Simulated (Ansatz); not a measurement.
**Molecular dynamics, step by step**

C2H4Cu (charge +1), singlet, PBE0-D4/def2-SVP (Ansatz 0.2.0). Settings (timestep in fs, temperature in K; T counts 15 degrees of freedom):

```yaml
hamiltonian: {xc: pbe0, dispersion: d4}
md: {n_steps: 30, timestep: 0.25, temperature: 300, ensemble: nvt_nose_hoover, seed: 480, initial_velocities: maxwell_boltzmann}
```

Start:

```
atom    x (Å)    y (Å)    z (Å)
 Cu1   0.0602   0.1399  -1.7476
  C2   0.6697   0.0516   0.2626
  C3  -0.6857  -0.0890   0.2047
  H4   1.3234  -0.8167   0.3026
  H5   1.1267   1.0218   0.4431
  H6  -1.3454   0.7654   0.3374
  H7  -1.1487  -1.0731   0.1970
```

| step | time (fs) | potential energy less the start (meV) | kinetic energy (meV) | T (K) |
| --- | --- | --- | --- | --- |
| 0 | 0.00 | 0.0 | 193.9 | 300 |
| 2 | 0.50 | -2.5 | 196.4 | 304 |
| 4 | 1.00 | 9.3 | 184.6 | 286 |
| 6 | 1.50 | 32.2 | 161.8 | 250 |
| 8 | 2.00 | 60.0 | 134.1 | 208 |
| 10 | 2.50 | 86.3 | 108.0 | 167 |
| 12 | 3.00 | 105.7 | 88.6 | 137 |
| 14 | 3.50 | 115.1 | 79.2 | 123 |
| 16 | 4.00 | 114.2 | 80.1 | 124 |
| 18 | 4.50 | 105.3 | 88.9 | 138 |
| 20 | 5.00 | 93.2 | 100.9 | 156 |
| 22 | 5.50 | 83.7 | 110.4 | 171 |
| 24 | 6.00 | 82.1 | 111.9 | 173 |
| 26 | 6.50 | 91.5 | 102.5 | 159 |
| 28 | 7.00 | 110.8 | 83.3 | 129 |
| 30 | 7.50 | 134.5 | 59.9 | 93 |

Step 14, positions (Å) and forces (eV/Å):

```csv
atom,x,y,z,Fx,Fy,Fz
Cu1,0.059,0.139,-1.746,0.002,0.026,-0.051
C2,0.667,0.055,0.269,1.391,1.194,0.033
C3,-0.690,-0.084,0.198,-0.629,-0.549,-0.093
H4,1.321,-0.827,0.265,-0.079,-0.123,0.107
H5,1.249,1.030,0.451,-1.136,-1.121,-0.160
H6,-1.381,0.790,0.318,0.357,-0.741,0.019
H7,-1.093,-1.148,0.155,0.094,1.315,0.144
```

Step 20, positions (Å) and forces (eV/Å):

```json
{"atom": "Cu1", "x": "0.059", "y": "0.139", "z": "-1.746", "Fx": "0.008", "Fy": "0.031", "Fz": "-0.054"}
{"atom": "C2", "x": "0.670", "y": "0.060", "z": "0.272", "Fx": "1.134", "Fy": "0.213", "Fz": "-0.163"}
{"atom": "C3", "x": "-0.693", "y": "-0.084", "z": "0.196", "Fx": "0.094", "Fy": "-0.273", "Fz": "-0.115"}
{"atom": "H4", "x": "1.321", "y": "-0.839", "z": "0.252", "Fx": "-0.331", "Fy": "0.189", "Fz": "0.140"}
{"atom": "H5", "x": "1.267", "y": "0.999", "z": "0.449", "Fx": "-0.942", "Fy": "-0.506", "Fz": "-0.034"}
{"atom": "H6", "x": "-1.387", "y": "0.779", "z": "0.310", "Fx": "0.208", "Fy": "-0.566", "Fz": "0.073"}
{"atom": "H7", "x": "-1.066", "y": "-1.141", "z": "0.142", "Fx": "-0.171", "Fy": "0.912", "Fz": "0.153"}
```

Step 26, positions (Å) and forces (eV/Å):

```csv
atom,x,y,z,Fx,Fy,Fz
Cu1,0.058,0.139,-1.745,0.018,0.038,-0.056
C2,0.674,0.065,0.275,0.151,-1.185,-0.469
C3,-0.697,-0.084,0.192,1.212,0.285,-0.110
H4,1.315,-0.847,0.243,-0.400,0.317,0.166
H5,1.266,0.958,0.447,-0.270,0.702,0.205
H6,-1.388,0.757,0.305,-0.152,-0.070,0.154
H7,-1.043,-1.115,0.131,-0.559,-0.087,0.110
```

Last step (30):

```xyz
7
angstrom
Cu 0.0581 0.1385 -1.7447
C 0.6770 0.0674 0.2761
C -0.6977 -0.0834 0.1902
H 1.3053 -0.8492 0.2380
H 1.2612 0.9368 0.4476
H -1.3906 0.7408 0.3023
H -1.0339 -1.0977 0.1259
```

The run took about 31 s on 4 CPU threads of an Arm Neoverse V1 (shared host).
